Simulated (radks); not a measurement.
Gd43+, configuration [Ar] 3d3 (the NIST ground configuration).

All-electron calculation, scalar-relativistic Kohn-Sham, LDA (Slater exchange, VWN5 correlation), spin-polarised, spherical densities, point nucleus; open shells are filled with parallel spins first (spin-orbit coupling, left out, can overturn this in heavy ions). Program: a radial shooting solver on a logarithmic mesh with Libxc functionals.

Energy parts (hartree):
total: -9736.5076
kinetic: 10553.9670
electron-nucleus: -21652.3778
Hartree: 1516.1791
exchange-correlation: -154.2759

Orbitals (lengths in bohr, moments of r in powers of bohr; r(90%) holds 90 % of the orbital's charge):
orbital  occ.  eigenvalue (hartree)  r(90%)      <r^2>
1s up       1             -1930.588  0.0396  0.0006555
1s down     1             -1930.573  0.0396  0.0006555
2s up       1             -392.7539   0.143    0.01014
2s down     1             -392.2446   0.143    0.01013
2p up       3             -359.9026   0.133   0.008145
2p down     3             -359.4988   0.133   0.008129
3s up       1             -144.8933   0.335    0.06040
3s down     1             -144.3480   0.336    0.06059
3p up       3             -134.8192   0.335    0.05879
3p down     3             -134.2610   0.335    0.05902
3d up       3             -123.4105   0.307    0.04647
3d down     0             -122.7183   0.308    0.04671
4s up       0             -73.83076   0.622     0.2191
4s down     0             -73.64372   0.623     0.2200
4p up       0             -69.80012   0.632     0.2238
4p down     0             -69.61291   0.634     0.2248

The highest occupied level is 3d up at -3358.2 eV. The density falls to 0.001 e/bohr^3 at r = 0.71 bohr. For comparison, the ionisation energy in NIST's Atomic Spectra Database is 3424 eV (theoretical). In exact Kohn-Sham theory the highest level is minus the ionisation energy, but local and semilocal functionals leave it too shallow, through self-interaction and a potential that decays too fast; potentials with the right tail come closer.
